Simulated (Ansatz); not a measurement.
Ideal-gas functions of `[NH]=[W](=[NH])([F])[Cl]` at 298.15 K and 1 bar, from an Ansatz frequency run at PBE0-D4/def2-TZVP.

Molar mass 268.32 g/mol, point group Cs (symmetry number 1), electronic degeneracy 1, moments of inertia 142.884, 261.898, 276.053 u Å². Harmonic wavenumbers (cm⁻¹, unscaled): 143, 188, 233, 255, 304, 408, 423, 609, 625, 684, 719, 1004, 1052, 3652, 3655.

Use S(trans) = R[1.5 ln M + 2.5 ln T − 1.1517]; rotational temperatures θ = 24.2544 K / I; S(rot) = R[ln(√π/σ · √(T³/θAθBθC)) + 1.5]; for each mode x = 1.438777 ν̃/T, S = R[x/(eˣ − 1) − ln(1 − e⁻ˣ)] and H = RT x/(eˣ − 1); 1 cm⁻¹ = 0.0119627 kJ/mol; R = 8.31446 J/(mol·K).

Problem. By hand: the entropy, in J/(mol·K).

Solution. Translation 178.6. Rotation: θ = 0.1697, 0.0926, 0.0879 K, giving 115.7. Vibration, mode by mode: 11.56, 9.40, 7.76, 7.10, 5.84, 3.91, 3.69, 1.82, 1.71, 1.36, 1.19, 0.39, 0.32, 0.00, 0.00, in all 56.0. Electronic 0.0. Sum 350.3 J/(mol·K).

Problem. By hand: H − E and G − E in kJ/mol, counted from the electronic energy.

Solution. Zero-point energy ½ × 13954 × 0.0119627 = 83.5; thermal vibration 10.0; translation, rotation and pV give 4 RT = 9.9. H − E = 103.4 kJ/mol, and G − E = 103.4 − 298.15 × 350.3/1000 = -1.0 kJ/mol.

Vibration gives 16 % of the entropy, 11.6 J/(mol·K) of it from the mode under 150 cm⁻¹: soft modes count most, and the harmonic formula is weakest for them. The sum counts one conformer and one mirror image; others add a mixing term.
